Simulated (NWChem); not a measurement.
System: C4H6O; SMILES C1(CCC1)=O

NWChem input:

```
start job
memory heap 200 mb stack 900 mb global 1100 mb
geometry units angstroms
  O      0.096882    -0.000000    -1.866882
  C      0.090721     0.000000    -0.672270
  C      0.062374     1.102148     0.385294
  C     -0.089793     0.000000     1.461652
  C      0.062374    -1.102148     0.385294
  H      1.005968     1.670707     0.423738
  H     -0.762911     1.823071     0.274128
  H      0.683001    -0.000000     2.242135
  H     -1.073383    -0.000000     1.951599
  H      1.005968    -1.670707     0.423738
  H     -0.762911    -1.823071     0.274128
end
basis spherical
  * library def2-svp
end
dft
  xc becke88 lyp
  iterations 150
end
driver
  maxiter 120
end
task dft optimize
task dft freq
```

NWChem printed, in part:

```
             Northwest Computational Chemistry Package (NWChem) 7.3.0
             --------------------------------------------------------

 CS  symmetry detected

                             Geometry "geometry" -> ""
                             -------------------------

 Output coordinates in angstroms (scale by  1.889725989 to convert to a.u.)

  No.       Tag          Charge          X              Y              Z
 ---- ---------------- ---------- -------------- -------------- --------------
    1 O                    8.0000    -0.03492337    -1.86771422     0.00000000
    2 C                    6.0000     0.01585232    -0.67416588     0.00000000
    3 C                    6.0000     0.03793615     0.38354744     1.10214800
    4 C                    6.0000    -0.06276371     1.46593410     0.00000000
    5 C                    6.0000     0.03793615     0.38354744    -1.10214800
    6 H                    1.0000     0.98229014     0.37698042     1.67070700
    7 H                    1.0000    -0.79170885     0.31183701     1.82307100
    8 H                    1.0000     0.74634649     2.20870254     0.00000000
    9 H                    1.0000    -1.02188758     2.00219779     0.00000000
   10 H                    1.0000     0.98229014     0.37698042    -1.67070700
   11 H                    1.0000    -0.79170885     0.31183701    -1.82307100

 Effective nuclear repulsion energy (a.u.)     167.8045182247

      Symmetry information
      --------------------

 Group name             Cs
 Group number              2
 Group order               2
 No. of unique centers     8

                                Z-matrix (autoz)
                                --------

 Units are Angstrom for bonds and degrees for angles

      Type          Name      I     J     K     L     M      Value
      ----------- --------  ----- ----- ----- ----- ----- ----------
    1 Stretch                  1     2                       1.19463
    2 Stretch                  2     3                       1.52774
    3 Stretch                  2     5                       1.52774
    4 Stretch                  3     4                       1.54804
    5 Stretch                  3     6                       1.10232
    6 Stretch                  3     7                       1.10145
    7 Stretch                  4     5                       1.54804
    8 Stretch                  4     8                       1.09835
    9 Stretch                  4     9                       1.09886
   10 Stretch                  5    10                       1.10232
   11 Stretch                  5    11                       1.10145
   12 Bend                     1     2     3               133.81479
   13 Bend                     1     2     5               133.81479
   14 Bend                     2     3     4                88.25301
   15 Bend                     2     3     6               112.35596
   16 Bend                     2     3     7               114.59663
   17 Bend                     2     5     4                88.25301
   18 Bend                     2     5    10               112.35596
   19 Bend                     2     5    11               114.59663
   20 Bend                     3     2     5                92.34468
   21 Bend                     3     4     5                90.78971
   22 Bend                     3     4     8               115.14561
   23 Bend                     3     4     9               113.45310
   24 Bend                     4     3     6               115.28448
   25 Bend                     4     3     7               117.54991
   26 Bend                     4     5    10               115.28448
   27 Bend                     4     5    11               117.54991
   28 Bend                     5     4     8               115.14561
   29 Bend                     5     4     9               113.45310
   30 Bend                     6     3     7               107.89727
   31 Bend                     8     4     9               108.23751
   32 Bend                    10     5    11               107.89727
   33 Torsion                  1     2     3     4        -173.71209
   34 Torsion                  1     2     3     6          69.57661
   35 Torsion                  1     2     3     7         -54.04544
   36 Torsion                  1     2     5     4         173.71209
   37 Torsion                  1     2     5    10         -69.57661
   38 Torsion                  1     2     5    11          54.04544
   39 Torsion                  2     3     4     5          -4.50606
   40 Torsion                  2     3     4     8        -122.92534
   41 Torsion                  2     3     4     9         111.58893
   42 Torsion                  2     5     4     3           4.50606
   43 Torsion                  2     5     4     8         122.92534
   44 Torsion                  2     5     4     9        -111.58893
   45 Torsion                  3     2     5     4          -4.56948
   46 Torsion                  3     2     5    10         112.14182
   47 Torsion                  3     2     5    11        -124.23612
   48 Torsion                  3     4     5    10        -109.47582
   49 Torsion                  3     4     5    11         121.49171
   50 Torsion                  4     3     2     5           4.56948
   51 Torsion                  5     2     3     6        -112.14182
   52 Torsion                  5     2     3     7         124.23612
   53 Torsion                  5     4     3     6         109.47582
   54 Torsion                  5     4     3     7        -121.49171
   55 Torsion                  6     3     4     8          -8.94345
   56 Torsion                  6     3     4     9        -134.42919
   57 Torsion                  7     3     4     8         120.08902
   58 Torsion                  7     3     4     9          -5.39672
   59 Torsion                  8     4     5    10           8.94345
   60 Torsion                  8     4     5    11        -120.08902
   61 Torsion                  9     4     5    10         134.42919
   62 Torsion                  9     4     5    11           5.39672

                           NWChem Geometry Optimization
                           ----------------------------

 maximum gradient threshold         (gmax) =   0.000450
 rms gradient threshold             (grms) =   0.000300
 maximum cartesian step threshold   (xmax) =   0.001800
 rms cartesian step threshold       (xrms) =   0.001200
 fixed trust radius                (trust) =   0.300000
 source of zmatrix                         =   autoz

          -------------------
          Energy Minimization
          -------------------

 Using diagonal initial Hessian
 Scaling for Hessian diagonals: bonds = 1.00  angles = 0.25  torsions = 0.10

          --------
          Step   0

                                 NWChem DFT Module
                                 -----------------

 Summary of "ao basis" -> "ao basis" (spherical)
 ------------------------------------------------------------------------------
       Tag                 Description            Shells   Functions and Types
 ---------------- ------------------------------  ------  ---------------------
 O                          def2-svp                 6       14   3s2p1d
 C                          def2-svp                 6       14   3s2p1d
 H                          def2-svp                 3        5   2s1p

      Symmetry analysis of basis
      --------------------------

        a'         62
        a"         38

            General Information
            -------------------
          SCF calculation type: DFT
          Wavefunction type:  closed shell.
          No. of atoms     :    11
          No. of electrons :    38
           Alpha electrons :    19
            Beta electrons :    19
          Charge           :     0
          Spin multiplicity:     1
          Use of symmetry is: on ; symmetry adaption is: on
          Maximum number of iterations: 150
          AO basis - number of functions:   100
                     number of shells:    48
          Convergence on energy requested:  1.00D-06
          Convergence on density requested:  1.00D-05
          Convergence on gradient requested:  5.00D-04

              XC Information
              --------------
                    Becke 1988 Exchange Functional  1.000
              Lee-Yang-Parr Correlation Functional  1.000

             Grid Information
             ----------------
          Grid used for XC integration:  medium
          Radial quadrature: Mura-Knowles
          Angular quadrature: Lebedev.
          Tag              B.-S. Rad. Rad. Pts. Rad. Cut. Ang. Pts.
          ---              ---------- --------- --------- ---------
          O                   0.60       49          11.0       434
          C                   0.70       49           9.0       434
          H                   0.35       45          11.0       434
          Grid pruning is: on
          Number of quadrature shells:   376
          Spatial weights used:  Erf1

      Superposition of Atomic Density Guess
      -------------------------------------

 Sum of atomic energies:        -228.18607004

      Non-variational initial energy
      ------------------------------

 Total energy =    -231.405618
 1-e energy   =    -640.167870
 2-e energy   =     240.957734
 HOMO         =      -0.307021
 LUMO         =      -0.019295

      Symmetry analysis of molecular orbitals - initial
      -------------------------------------------------

  Numbering of irreducible representations:

     1 a'          2 a"

  Orbital symmetries:

     1 a'          2 a'          3 a"          4 a'          5 a'
     6 a'          7 a'          8 a"          9 a'         10 a'
    11 a'         12 a'         13 a"         14 a'         15 a"
    16 a'         17 a"         18 a'         19 a"         20 a'
    21 a'         22 a'         23 a"         24 a'         25 a'
    26 a"         27 a"         28 a'         29 a'

   convergence    iter        energy       DeltaE   RMS-Dens  Diis-err
 ---------------- ----- ----------------- --------- --------- ---------
 d= 0,ls=0.0,diis     1   -230.8410518805 -3.99D+02  3.44D-02  9.43D-01
 d= 0,ls=0.0,diis     2   -230.2163486523  6.25D-01  2.65D-02  7.03D+00
 d= 0,ls=0.0,diis     3   -230.9548095732 -7.38D-01  2.97D-03  5.11D-02
 d= 0,ls=0.0,diis     4   -230.9575910446 -2.78D-03  1.44D-03  1.89D-02
 d= 0,ls=0.0,diis     5   -230.9597285480 -2.14D-03  3.62D-04  9.69D-04
  Resetting Diis
 d= 0,ls=0.0,diis     6   -230.9598702384 -1.42D-04  6.21D-05  1.31D-05
 d= 0,ls=0.0,diis     7   -230.9598714724 -1.23D-06  7.42D-05  4.11D-06
 d= 0,ls=0.0,diis     8   -230.9598705316  9.41D-07  4.58D-05  1.29D-05
 d= 0,ls=0.0,diis     9   -230.9598719026 -1.37D-06  6.51D-06  1.15D-06
 d= 0,ls=0.0,diis    10   -230.9598720201 -1.17D-07  1.20D-06  1.05D-08

         Total DFT energy =     -230.959872020085
      One electron energy =     -644.455418965953
           Coulomb energy =      278.090042456655
    Exchange-Corr. energy =      -32.399013735529
 Nuclear repulsion energy =      167.804518224742

 Numeric. integr. density =       38.000003805972

                  Occupations of the irreducible representations
                  ----------------------------------------------

                     irrep           alpha         beta
                     --------     --------     --------
                     a'               13.0         13.0
                     a"                6.0          6.0

[...]

      ----------------------
      Optimization converged
      ----------------------

  Step       Energy      Delta E   Gmax     Grms     Xrms     Xmax
  ---- ---------------- -------- -------- -------- -------- --------
@    4    -230.96151756 -9.8D-07  0.00010  0.00003  0.00061  0.00169
                                     ok       ok       ok       ok

                                Z-matrix (autoz)
                                --------

 Units are Angstrom for bonds and degrees for angles

[...]

 Rotational Constants
 --------------------
 A=   0.354113 cm-1  (  0.509478 K)
 B=   0.156792 cm-1  (  0.225583 K)
 C=   0.116161 cm-1  (  0.167126 K)

 Temperature                      =   298.15K
 frequency scaling parameter      =   1.0000

 Zero-Point correction to Energy  =   54.860 kcal/mol  (  0.087424 au)
 Thermal correction to Energy     =   58.045 kcal/mol  (  0.092500 au)
 Thermal correction to Enthalpy   =   58.637 kcal/mol  (  0.093444 au)

 Total Entropy                    =   72.551 cal/mol-K
   - Translational                =   38.639 cal/mol-K (mol. weight =  70.0419)
   - Rotational                   =   25.018 cal/mol-K (symmetry #  =        1)
   - Vibrational                  =    8.895 cal/mol-K

 Cv (constant volume heat capacity) =   17.784 cal/mol-K
   - Translational                  =    2.979 cal/mol-K
   - Rotational                     =    2.979 cal/mol-K
   - Vibrational                    =   11.825 cal/mol-K

[normal modes left out]

 ----------------------------------------------------------------------------
 Normal Eigenvalue ||           Projected Infra Red Intensities
  Mode   [cm**-1]  || [atomic units] [(debye/angs)**2] [(KM/mol)] [arbitrary]
 ------ ---------- || -------------- ----------------- ---------- -----------
    1       -0.000 ||    0.001129           0.026         1.101       0.751
    2        0.000 ||    0.000767           0.018         0.748       0.510
    3        0.000 ||    0.000337           0.008         0.329       0.224
    4        0.000 ||    0.000006           0.000         0.006       0.004
    5        0.000 ||    0.000025           0.001         0.024       0.016
    6        0.000 ||    0.002232           0.051         2.176       1.484
    7       47.852 ||    0.003806           0.088         3.711       2.531
    8      387.029 ||    0.000539           0.012         0.525       0.358
    9      441.796 ||    0.001400           0.032         1.365       0.931
   10      595.729 ||    0.000017           0.000         0.016       0.011
   11      649.252 ||    0.000639           0.015         0.623       0.425
   12      713.227 ||    0.005293           0.122         5.160       3.519
   13      806.964 ||    0.002871           0.066         2.799       1.909
   14      894.072 ||    0.001489           0.034         1.452       0.990
   15      914.663 ||    0.000107           0.002         0.104       0.071
   16      939.198 ||    0.002004           0.046         1.954       1.332
   17     1031.655 ||    0.093487           2.157        91.136      62.164
   18     1048.089 ||    0.000335           0.008         0.326       0.222
   19     1136.455 ||    0.002068           0.048         2.016       1.375
   20     1173.455 ||    0.000104           0.002         0.101       0.069
   21     1178.490 ||    0.000477           0.011         0.465       0.317
   22     1187.465 ||    0.002892           0.067         2.819       1.923
   23     1225.541 ||    0.012770           0.295        12.449       8.491
   24     1356.304 ||    0.014748           0.340        14.377       9.807
   25     1373.347 ||    0.002364           0.055         2.305       1.572
   26     1429.826 ||    0.000655           0.015         0.638       0.435
   27     1824.379 ||    0.268030           6.184       261.289     178.225
   28     2967.434 ||    0.013849           0.320        13.501       9.209
   29     2972.019 ||    0.008174           0.189         7.969       5.435
   30     3000.524 ||    0.023891           0.551        23.291      15.887
   31     3019.367 ||    0.005995           0.138         5.844       3.987
   32     3023.762 ||    0.000987           0.023         0.962       0.656
   33     3055.243 ||    0.022793           0.526        22.220      15.156
 ----------------------------------------------------------------------------
```

Level: BLYP/def2-SVP.
